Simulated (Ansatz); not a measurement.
A nudged elastic band was laid between two geometries of F3HSi + H2S (8 atoms, charge 0, multiplicity 1).

Theory: RKS r2SCAN-D4/def2-SVP in Ansatz.

| Item | Value |
| --- | --- |
| movable images | 9 |
| climbing image | yes |
| spring | 5.0 eV/Å² |
| optimiser | quadratic models (default) |
| start path | through a guess of the saddle point |
| force threshold | 0.05 eV/Å |
| iteration limit | 52 |
| end points | relaxed |

Image 0:

```xyz
8
Properties=species:S:1:pos:R:3
Si 0.351 0.061 -0.031
H 0.594 0.691 1.265
F 1.725 -0.011 -0.857
F -0.686 0.878 -0.944
F -0.179 -1.449 0.099
S -2.699 0.050 1.594
H -3.005 0.182 0.284
H -2.474 -1.274 1.452
```

Image 10:

```xyz
8
Properties=species:S:1:pos:R:3
Si -0.616 -0.296 -0.400
H 0.248 0.639 2.460
F 0.733 -0.808 0.291
F -0.415 1.266 -0.689
F -0.778 -1.022 -1.820
S -2.293 -0.725 0.793
H -2.989 -1.121 -0.297
H -0.265 1.195 2.522
```

What changes between the two ends?

Bonds broken: Si1–H2, S6–H8. Bonds formed: Si1–S6, H2–H8. F3HSi + H2S becomes F3HSSi + H2.

What energy profile does the band end with?

The run converged. The highest image is number 5 of 0 to 10, 186.5 kJ/mol above the first end and 204.7 kJ/mol above the last; the last end lies 18.2 kJ/mol below the first. Neighbouring images differ by up to 1.5 eV, so the band resolves the path poorly. A vibrational analysis at the climbing image gives one clearly imaginary mode, 995i cm⁻¹: a first-order saddle point. The orbitals stay closed-shell, which can raise the energy where a bond breaks towards radicals; this wasn't checked here.

```json
{"image": "0", "path coordinate (Å)": "0.00", "energy (kJ/mol)": "0.0", "Si1–H2 (Å)": "1.46", "S6–H8 (Å)": "1.35", "Si1–S6 (Å)": "3.46"}
{"image": "1", "path coordinate (Å)": "0.95", "energy (kJ/mol)": "1.9", "Si1–H2 (Å)": "1.46", "S6–H8 (Å)": "1.35", "Si1–S6 (Å)": "3.44"}
{"image": "2", "path coordinate (Å)": "1.89", "energy (kJ/mol)": "3.6", "Si1–H2 (Å)": "1.46", "S6–H8 (Å)": "1.35", "Si1–S6 (Å)": "3.48"}
{"image": "3", "path coordinate (Å)": "2.84", "energy (kJ/mol)": "7.8", "Si1–H2 (Å)": "1.46", "S6–H8 (Å)": "1.35", "Si1–S6 (Å)": "3.41"}
{"image": "4", "path coordinate (Å)": "3.79", "energy (kJ/mol)": "41.3", "Si1–H2 (Å)": "1.47", "S6–H8 (Å)": "1.36", "Si1–S6 (Å)": "3.02"}
{"image": "5", "path coordinate (Å)": "4.73", "energy (kJ/mol)": "186.5", "Si1–H2 (Å)": "1.69", "S6–H8 (Å)": "1.74", "Si1–S6 (Å)": "2.35"}
{"image": "6", "path coordinate (Å)": "5.93", "energy (kJ/mol)": "41.5", "Si1–H2 (Å)": "2.60", "S6–H8 (Å)": "2.40", "Si1–S6 (Å)": "2.13"}
{"image": "7", "path coordinate (Å)": "7.13", "energy (kJ/mol)": "-15.6", "Si1–H2 (Å)": "3.43", "S6–H8 (Å)": "3.16", "Si1–S6 (Å)": "2.10"}
{"image": "8", "path coordinate (Å)": "8.33", "energy (kJ/mol)": "-16.8", "Si1–H2 (Å)": "3.53", "S6–H8 (Å)": "3.77", "Si1–S6 (Å)": "2.10"}
{"image": "9", "path coordinate (Å)": "9.54", "energy (kJ/mol)": "-18.5", "Si1–H2 (Å)": "3.43", "S6–H8 (Å)": "3.65", "Si1–S6 (Å)": "2.10"}
{"image": "10", "path coordinate (Å)": "10.75", "energy (kJ/mol)": "-18.2", "Si1–H2 (Å)": "3.13", "S6–H8 (Å)": "3.28", "Si1–S6 (Å)": "2.10"}
```

What is the geometry of the highest image?


```xyz
8
Properties=species:S:1:pos:R:3:forces:R:3
Si -0.314 -0.014 -0.090 -0.01 0.05 0.03
H -0.026 -0.042 1.576 -0.01 -0.02 0.00
F 1.294 -0.258 -0.123 0.02 -0.01 0.00
F -0.356 1.461 -0.729 0.00 -0.01 -0.01
F -0.742 -1.339 -0.903 0.00 -0.02 -0.01
S -2.506 0.274 0.718 -0.01 -0.04 0.00
H -2.722 -1.057 0.844 0.00 0.03 -0.01
H -1.002 0.101 1.569 0.02 0.02 0.00
```

The band took 15 iterations and about 11 core-minutes.

Time of the run: 5.9 min on 2 threads of Intel(R) Xeon(R) Platinum 8259CL CPU @ 2.50GHz (Skylake/Cascade Lake) (shared host), peak memory 0.18 GiB.
